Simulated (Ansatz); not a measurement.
A nudged elastic band was laid between two geometries of BrF4HHf (7 atoms, charge 0, multiplicity 1).

Computed with Ansatz 0.2.0, RKS BHLYP-D4/def2-SVP.

```yaml
movable_images: 7
climbing_image: yes
spring: 5.0 eV/Å²
optimiser: quadratic models (default)
start_path: through a guess of the saddle point
force_threshold: 0.2 eV/Å
iteration_limit: 60
end_points: relaxed
```

Image 0:

```xyz
7
Properties=species:S:1:pos:R:3
Hf 0.072 0.000 -0.027
F 0.256 0.000 1.884
F 1.874 0.000 -0.623
F -0.651 1.596 -0.782
F -0.651 -1.596 -0.782
Br -2.831 0.000 1.280
H -2.203 0.000 2.552
```

Image 8:

```xyz
7
Properties=species:S:1:pos:R:3
Hf -0.435 0.000 -0.107
F -0.113 0.000 2.192
F 1.446 0.000 0.192
F -0.633 1.528 -1.199
F -0.633 -1.528 -1.199
Br -2.771 0.000 1.097
H -0.995 0.000 2.526
```

Task: Which bonds break or form, and what moves?

Result: Bonds broken: Br6–H7. Bonds formed: F2–H7.

Task: What energy profile does the band end with?

Result: It converged. The highest image is number 5 of 0 to 8, 0.49 eV above the first end and 0.29 eV above the last; the last end lies 0.19 eV above the first. The threshold of 0.2 eV/Å is loose, so the images may lie well off the minimum-energy path. Another band between the same ends (7 images) ends at a top of the same energy, where a vibrational analysis finds 1 clearly imaginary mode. The orbitals stay closed-shell, which can raise the energy where a bond breaks towards radicals; this wasn't checked here.

```tsv
image	path coordinate (Å)	energy (eV)	Br6–H7 (Å)	F2–H7 (Å)
0	0.00	0.00	1.42	2.55
1	0.26	0.01	1.42	2.25
2	0.53	0.07	1.42	1.98
3	0.79	0.17	1.44	1.74
4	1.05	0.34	1.48	1.49
5	1.31	0.49	1.63	1.21
6	1.58	0.35	1.87	1.02
7	1.85	0.23	2.07	0.97
8	2.12	0.19	2.28	0.94
```

Task: What is the geometry of the highest image?

Result: 
```xyz
7
Properties=species:S:1:pos:R:3
Hf -0.242 0.000 -0.009
F -0.116 0.000 2.062
F 1.650 0.000 -0.123
F -0.675 1.562 -0.983
F -0.675 -1.562 -0.983
Br -2.752 0.000 1.371
H -1.323 0.000 2.165
```

Time of the run: 2.9 min on 4 threads of AMD EPYC 7R43 64-Core Processor (Zen 3), with other jobs on the host, peak memory 0.36 GiB.
